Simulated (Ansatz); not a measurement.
Reaction (ligand exchange at the Si–C bond): `C[SiH](F)CN` + PH₃ → `C[SiH](F)P` + CH₃NH₂

Gas-phase electronic energies from Ansatz, PBE0-D4/def2-TZVP geometries. CBS: MP2 limit from def2 TZ/QZ plus the TZ coupled-cluster correction, frozen cores. This one scheme is used for every species. DFT in def2-TZVPP. B3LYP here is the variant with VWN-RPA as its local correlation; programs differ in this. One conformer a species, not always the lowest.

| level | ΔE (kcal/mol) |
| --- | --- |
| PBE0-D4 | -6.9 |
| B3LYP-D4 | -5.6 |
| B2PLYP | -5.6 |
| SCS-MP2/def2-QZVPP | -5.3 |

(1) What does CCSD(T)/CBS give? (An estimate is asked.)

Largest T1 diagnostic among the species: 0.013.

Answers

(1) The calculation gave: -5.8 kcal/mol. The listed levels differ from it by -1.1, 0.2, 0.2, 0.5 kcal/mol.
